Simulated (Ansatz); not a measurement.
H4Si2, SMILES `[SiH][SiH3]` (excited triplet) (charge 0, multiplicity 3). This triplet is an excited state, 0.59 eV above the relaxed singlet at the level composite: frozen-core CCSD(T) with HF/cc-pVQZ and the correlation energy extrapolated as X^-3 from cc-pVTZ and cc-pVQZ, plus CCSDT(Q) minus CCSD(T) in cc-pVTZ // PBE0-D3(BJ)/def2-TZVP (Ansatz, an electronic-structure program).

Z-matrix (Å, degrees):
```
Si
H 1 1.4852
H 1 1.4888 2 109.19
H 1 1.4888 2 109.20 3 118.63
Si 1 2.3154 2 106.90 3 -120.69
H 5 1.4920 1 122.42 2 -179.88
```
Charge 0, spin multiplicity 3.

Frozen-core energies in cc-pVTZ from Ansatz at a geometry from PBE0-D3(BJ)/def2-TZVP; the HF reference has <S^2> = 2.01 and the T1 diagnostic is 0.018.

| level | energy (Ha) |
|---|---|
| HF | -580.14538 |
| MP2 | -580.35738 |
| CCSD | -580.40037 |
| CCSD(T) | -580.40906 |

Q: Estimate the energies of CCSDT and CCSDT(Q), and give each level's difference from CCSDT(Q).

A: 
```json
[
 {"level": "MP2", "energy (Ha)": "-580.35738", "difference from CCSDT(Q) (mHa)": "53.61"},
 {"level": "CCSD", "energy (Ha)": "-580.40037", "difference from CCSDT(Q) (mHa)": "10.62"},
 {"level": "CCSD(T)", "energy (Ha)": "-580.40906", "difference from CCSDT(Q) (mHa)": "1.92"},
 {"level": "CCSDT", "energy (Ha)": "-580.41062", "difference from CCSDT(Q) (mHa)": "0.36"},
 {"level": "CCSDT(Q)", "energy (Ha)": "-580.41099", "difference from CCSDT(Q) (mHa)": "0.00"}
]
```
